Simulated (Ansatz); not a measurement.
Input for Ansatz (a first-principles code): U-wB97X-V/cc-pVTZ on GeH4Se (SMILES [GeH3][SeH]), a point of a bond scan (R = 2.305 Å).

Ansatz 0.2 input:
```yaml
crystal:
  periodic: [false, false, false]
  atoms:
    - {symbol: Ge, position_ang: [-1.09101478, 0.39859550, 0.13875590]}
    - {symbol: Se, position_ang: [1.11269607, -0.44681414, -0.15691432]}
    - {symbol: H, position_ang: [-1.41982979, 2.26537964, -1.17324242]}
    - {symbol: H, position_ang: [-2.01228532, -0.74391991, -0.30936001]}
    - {symbol: H, position_ang: [-1.33949231, 0.74448071, 1.61542516]}
    - {symbol: H, position_ang: [1.74280898, 0.79294562, 0.32474253]}
basis:
  gaussian:
    orbitals: cc-pVTZ
hamiltonian:
  xc: {name: wB97X-V}
magnetization: {spin_polarized: true, initial_magnetization: 0}
```

The head of its log:

```
WARN ansatz: RAYON_NUM_THREADS=1 ignored (pool sized by the plan → 1); use --threads N
Functional definition: wB97X-V
integrals: 0.09 GiB planned
1058 factors; their error is unknown
integrals: 0.13 GiB planned
205 factors; integrals over basis functions are off by at most 3.5e-5 eV
mean field: 1.30 GiB planned
mean field evaluation 1: about -121921.5016 eV, gradient 1.2e1 eV
mean field evaluation 2: about -121921.8803 eV, gradient 9.3e0 eV
```

Task: What total energy does the run end on?

Result: -4480.5690 hartree.
